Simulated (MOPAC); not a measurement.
Input for MOPAC: PM3 on ClH3Si (SMILES [SiH3]Cl).

```
PM3 1SCF PRECISE CHARGE=0 THREADS=1
ClH3Si

Si    -0.53098800 1     0.36027908 1     4.79360826 1
Cl     1.41984324 1     0.49670933 1     4.07856802 1
H     -1.00329717 1    -1.01546801 1     4.56086544 1
H     -1.35109245 1     1.34035127 1     4.06086770 1
H     -0.49030681 1     0.67208671 1     6.23434837 1
```

It printed:

```
*******************************************************************************
 **                                                                           **
 **                              MOPAC v23.2.5                                **
 **                                                                           **
 *******************************************************************************
 ** MOPAC's Digital Object Identifier: https://doi.org/10.5281/zenodo.6511958 **
 **                                                                           **
 ** Please cite the open-source release paper for use of this MOPAC version:  **
 ** J. E. Moussa and J. J. P. Stewart (2026)                                  **
 ** MOPAC: An open-source semiempirical molecular orbital program             **
 ** J. Open Source Softw., 11(119), 8025, https://doi.org/10.21105/joss.08025 **
 *******************************************************************************

                              PM3 CALCULATION RESULTS

 *******************************************************************************
 *  PM3        - The PM3 Hamiltonian to be used
 *
 *
 *
 *                 CHARGE ON SYSTEM = 0
 *
 *
 *
 *  PRECISE    - TIGHTER CRITERIA TO BE USED
 *  1SCF       - DO 1 SCF AND THEN STOP
 *  THREADS=1  - MULTI-THREADING NOT USED
 *  T=         - A TIME OF 172800.0 SECONDS REQUESTED
 *  DUMP=N     - RESTART FILE WRITTEN EVERY 7200.0 SECONDS REQUESTED
 *******************************************************************************
PM3 1SCF PRECISE CHARGE=0 THREADS=1
 ClH3Si

   ATOM   CHEMICAL          X               Y               Z
  NUMBER   SYMBOL      (ANGSTROMS)     (ANGSTROMS)     (ANGSTROMS)

     1      Si         -0.53098800  *   0.36027908  *   4.79360826  *
     2      Cl          1.41984324  *   0.49670933  *   4.07856802  *
     3       H         -1.00329717  *  -1.01546801  *   4.56086544  *
     4       H         -1.35109245  *   1.34035127  *   4.06086770  *
     5       H         -0.49030681  *   0.67208671  *   6.23434837  *



          CARTESIAN COORDINATES

    NO.       ATOM           X           Y           Z

     1        Si         -0.5310      0.3603      4.7936
     2        Cl          1.4198      0.4967      4.0786
     3         H         -1.0033     -1.0155      4.5609
     4         H         -1.3511      1.3404      4.0609
     5         H         -0.4903      0.6721      6.2343

  H: (PM3): J. J. P. STEWART, J. COMP. CHEM. 10, 209 (1989).
 Si: (PM3): J. J. P. STEWART, J. COMP. CHEM. 10, 209 (1989).
 Cl: (PM3): J. J. P. STEWART, J. COMP. CHEM. 10, 209 (1989).

           Empirical Formula: H3 Si Cl  =     5 atoms



      MOLECULAR POINT GROUP   :   C3v


      RHF CALCULATION, NO. OF DOUBLY OCCUPIED LEVELS = 7


 -------------------------------------------------------------------------------
 PM3 1SCF PRECISE CHARGE=0 THREADS=1
 ClH3Si



     1SCF WAS SPECIFIED, SO BFGS WAS NOT USED
     SCF FIELD WAS ACHIEVED


                              PM3 CALCULATION
                                                       MOPAC v23.2.5 Linux




          FINAL HEAT OF FORMATION =        -27.47041 KCAL/MOL =    -114.93622 KJ/MOL


          COSMO AREA              =         97.81 SQUARE ANGSTROMS
          COSMO VOLUME            =         84.91 CUBIC ANGSTROMS

          IONIZATION POTENTIAL    =         10.225549 EV
          HOMO LUMO ENERGIES (EV) =        -10.226 -0.230
          NO. OF FILLED LEVELS    =          7
          MOLECULAR WEIGHT        =         66.5622         POINT GROUP:  C3v

          MOLECULAR DIMENSIONS (Angstroms)

            Atom       Atom       Distance
            H     3   Cl     2     2.89671
            H     4    H     5     2.43135
            H     5    H     3     1.83956


          SCF CALCULATIONS        =          1





   ATOM   CHEMICAL          X               Y               Z
  NUMBER   SYMBOL      (ANGSTROMS)     (ANGSTROMS)     (ANGSTROMS)

     1      Si         -0.53098800  *   0.36027908  *   4.79360826  *
     2      Cl          1.41984324  *   0.49670933  *   4.07856802  *
     3       H         -1.00329717  *  -1.01546801  *   4.56086544  *
     4       H         -1.35109245  *   1.34035127  *   4.06086770  *
     5       H         -0.49030681  *   0.67208671  *   6.23434837  *

                             CARTESIAN COORDINATES

   1   Si       -0.530988000     0.360279080     4.793608260
   2   Cl        1.419843240     0.496709330     4.078568020
   3    H       -1.003297170    -1.015468010     4.560865440
   4    H       -1.351092450     1.340351270     4.060867700
   5    H       -0.490306810     0.672086710     6.234348370


           Empirical Formula: H3 Si Cl  =     5 atoms



      MOLECULAR POINT GROUP   :   C3v


                  EIGENVALUES
 -54.85809 -16.42734 -12.75905 -12.74910 -12.07312 -10.23121 -10.22555  -0.22966
   0.87525   1.98064   1.98680


              NET ATOMIC CHARGES AND DIPOLE CONTRIBUTIONS

  ATOM NO.   TYPE          CHARGE      No. of ELECS.   s-Pop       p-Pop
    1         Si           0.690032        3.3100     0.93320     2.37676
    2         Cl          -0.300034        7.3000     1.97061     5.32942
    3          H          -0.129834        1.1298     1.12983
    4          H          -0.129837        1.1298     1.12984
    5          H          -0.130327        1.1303     1.13033
 DIPOLE           X         Y         Z       TOTAL
 POINT-CHG.    -2.031    -0.145     0.731     2.163
 HYBRID        -0.181    -0.013     0.067     0.193
 SUM           -2.212    -0.158     0.798     2.356


          ATOMIC ORBITAL ELECTRON POPULATIONS

     Atom    s        px        py        pz
    1 Si   0.93320   0.68197   0.85901   0.83579
    2 Cl   1.97061   1.43970   1.97945   1.91027
    3  H   1.12983
    4  H   1.12984
    5  H   1.13033

 **********************
 *                    *
 * JOB ENDED NORMALLY *
 *                    *
 **********************




 == MOPAC DONE ==
```

The run finished.

Cost: roughly 0.04 core-seconds.
